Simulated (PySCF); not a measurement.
AlCl, SMILES [Al][Cl] (connectivity only; charge and spin as stated), neutral, multiplicity 1. Geometry optimised at PBE0-D3(BJ)/def2-TZVPD.

TDDFT-ωB97X/def2-TZVPD (PySCF 2.14.0) puts the lowest singlet excitations at 4.68, 4.68, 6.56, 6.72, 6.77, 6.78 eV and the lowest triplet (TDA) at 3.00 eV.

Task: What are the lowest singlet roots from EOM-CCSD/aug-cc-pVDZ in PySCF? (An estimate is asked for; the answer gives what the named calculation found.)

Result: 4.81, 4.81, 6.51, 6.80, 6.80, 6.83 eV; triplets 2.95, 2.95, 5.43 eV. S1 differs by 0.13 eV (second minus first; roots are paired by order, and the bases may differ).
